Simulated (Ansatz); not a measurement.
The cluster Au2Se⁺. Charge 1, multiplicity 2. Geometry r2SCAN-D4/def2-TZVP.

```csv
atom,x (Å),y (Å),z (Å)
Au1,0.059,-1.068,1.444
Au2,0.867,0.604,-1.454
Se3,-0.926,0.464,0.010
```

In the def2 sets Au takes a core potential; there is no spin–orbit coupling. LC-ωPBE has ω = 0.4 bohr⁻¹. The structure comes from a short search, and lower isomers may exist.

(1) Estimate the α-spin orbital energies around the gap (eV) in Ansatz with PBE-D4/def2-TZVP, revPBE-D4/def2-TZVP, PBE0-D4/def2-SVP, BHLYP-D4/def2-TZVP, LC-ωPBE/def2-TZVP.

Answers

(1) 
```
orbital  PBE-D4/def2-TZVP  revPBE-D4/def2-TZVP  PBE0-D4/def2-SVP  BHLYP-D4/def2-TZVP  LC-ωPBE/def2-TZVP
HOMO−13            -23.93               -23.83            -26.04              -27.64             -29.04
HOMO−12            -16.11               -16.01            -17.48              -18.45             -19.84
HOMO−11            -15.34               -15.24            -16.71              -17.79             -19.20
HOMO−10            -14.88               -14.80            -16.46              -17.71             -19.14
 HOMO−9            -13.79               -13.70            -15.33              -16.62             -17.85
 HOMO−8            -13.79               -13.70            -15.28              -16.54             -17.82
 HOMO−7            -13.53               -13.44            -15.02              -16.32             -17.55
 HOMO−6            -13.11               -13.02            -14.69              -16.07             -17.29
 HOMO−5            -13.10               -13.01            -14.69              -16.07             -17.29
 HOMO−4            -12.96               -12.88            -14.54              -15.91             -17.11
 HOMO−3            -12.95               -12.87            -14.54              -15.90             -17.10
 HOMO−2            -12.27               -12.16            -13.29              -14.06             -15.45
 HOMO−1            -11.99               -11.89            -13.12              -14.01             -15.44
   HOMO            -11.87               -11.80            -13.07              -13.85             -15.24
   LUMO             -9.23                -9.10             -8.22               -7.22              -5.82
 LUMO+1             -8.98                -8.85             -7.92               -6.91              -5.53
 LUMO+2             -5.42                -5.34             -4.67               -4.14              -3.02
 LUMO+3             -4.89                -4.84             -4.17               -3.69              -2.56
 LUMO+4             -4.59                -4.55             -3.79               -3.31              -2.17
 LUMO+5             -3.66                -3.65             -2.83               -2.45              -1.32
 β HOMO            -11.91               -11.81            -12.96              -13.71             -15.13
 β LUMO            -10.85               -10.72             -9.88               -8.63              -7.13
```
